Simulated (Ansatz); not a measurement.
Cost and result for the atomization energy of `B[SiH](F)BO` (10 atoms, 9 bonds).

| atom | x (Å) | y (Å) | z (Å) |
| --- | --- | --- | --- |
| B1 | 0.2485 | -1.4943 | 0.9682 |
| Si2 | -0.9016 | -0.0490 | 0.2302 |
| F3 | -2.3188 | -0.5482 | -0.3505 |
| B4 | 0.1483 | 0.9430 | -1.2139 |
| O5 | 1.3207 | 1.5593 | -0.9574 |
| H6 | 1.2890 | -1.1640 | 1.4664 |
| H7 | 0.0149 | -2.6638 | 0.9085 |
| H8 | -1.1908 | 0.9085 | 1.3446 |
| H9 | -0.2361 | 1.0049 | -2.3485 |
| H10 | 1.6259 | 1.5036 | -0.0475 |

Charge 0, multiplicity 1. All single points use the PBE0-D4/def2-TZVP geometry. It is one conformer, not always the lowest. Program: Ansatz. All runs use 4 threads of an Arm Neoverse V2 on a shared host. Times are those of one run each, without the atoms' runs, and a repeat can differ threefold. Electronic energies, without spin–orbit coupling; frozen cores. CCSD(T)/CBS adds CCSD(T) − MP2 in def2-TZVPP to the MP2 limit, and its time is that of the two runs behind it. T1 = 0.015. B3LYP takes the VWN-RPA correlation (the form of Gaussian; ORCA's B3LYP/G).

CCSD(T)/CBS is a level of theory with its own doubt, some kJ/mol a heavy atom from the limit and from the frozen cores, so smaller differences don't rank the functionals.

```json
{"level": "LDA (SPW92)/def2-TZVPP", "functions": "236", "wall time": "1 s", "atomization (kJ/mol)": "4088.1", "difference from CCSD(T)/CBS": "493.9", "per bond": "54.9"}
{"level": "revPBE-D4/def2-TZVPP", "functions": "236", "wall time": "1.4 s", "atomization (kJ/mol)": "3561.1", "difference from CCSD(T)/CBS": "-33.1", "per bond": "-3.7"}
{"level": "BLYP-D4/def2-TZVPP", "functions": "236", "wall time": "1.7 s", "atomization (kJ/mol)": "3600.7", "difference from CCSD(T)/CBS": "6.5", "per bond": "0.7"}
{"level": "PBE-D4/def2-TZVPP (with forces)", "functions": "236", "wall time": "1.8 s", "atomization (kJ/mol)": "3651.5", "difference from CCSD(T)/CBS": "57.3", "per bond": "6.4"}
{"level": "PBE0-D4/def2-TZVPP", "functions": "236", "wall time": "2 s", "atomization (kJ/mol)": "3590.6", "difference from CCSD(T)/CBS": "-3.6", "per bond": "-0.4"}
{"level": "CAM-B3LYP-D4/def2-TZVPP", "functions": "236", "wall time": "2.4 s", "atomization (kJ/mol)": "3630.3", "difference from CCSD(T)/CBS": "36.1", "per bond": "4.0"}
{"level": "B3LYP-D4/def2-TZVPP (with forces)", "functions": "236", "wall time": "3.2 s", "atomization (kJ/mol)": "3607.4", "difference from CCSD(T)/CBS": "13.2", "per bond": "1.5"}
{"level": "CCSD(T)/def2-SVP", "functions": "99", "wall time": "3.3 s", "atomization (kJ/mol)": "3384.6", "difference from CCSD(T)/CBS": "-209.6", "per bond": "-23.3"}
{"level": "r2SCANh-D4/def2-TZVPP", "functions": "236", "wall time": "3.3 s", "atomization (kJ/mol)": "3602.6", "difference from CCSD(T)/CBS": "8.4", "per bond": "0.9"}
{"level": "B2PLYP/def2-TZVPP", "functions": "236", "wall time": "3.8 s", "atomization (kJ/mol)": "3571.7", "difference from CCSD(T)/CBS": "-22.5", "per bond": "-2.5"}
{"level": "MP2/def2-QZVPP", "functions": "448", "wall time": "14 s", "atomization (kJ/mol)": "3630.9", "difference from CCSD(T)/CBS": "36.7", "per bond": "4.1"}
{"level": "CCSD(T)/def2-TZVPP", "functions": "236", "wall time": "94 s", "atomization (kJ/mol)": "3503.6", "difference from CCSD(T)/CBS": "-90.6", "per bond": "-10.1"}
{"level": "CCSD(T)/CBS(def2)", "functions": "–", "wall time": "110 s", "atomization (kJ/mol)": "3594.2", "difference from CCSD(T)/CBS": "0.0", "per bond": "0.0"}
```

From PBE to PBE0 (25 % exact exchange), in def2-TZVPP and without D4, the atomization energy moves by −58.3 kJ/mol: exact exchange takes away binding that semilocal exchange gives to molecules. At CCSD(T), def2-SVP lies −209.6 kJ/mol from the extrapolated value and def2-TZVPP −90.6 kJ/mol: correlation converges slowly with the basis, and small sets miss more of it in the bonded molecule than in its fragments. Leaving LDA and LC-ωPBE aside and taking each functional with its dispersion term where it has one, the values, not all of them listed here, spread over 134.6 kJ/mol, from BHLYP-D4 to PBE-D4. LDA lies +454.0 kJ/mol from PBE without D4, its usual overbinding.
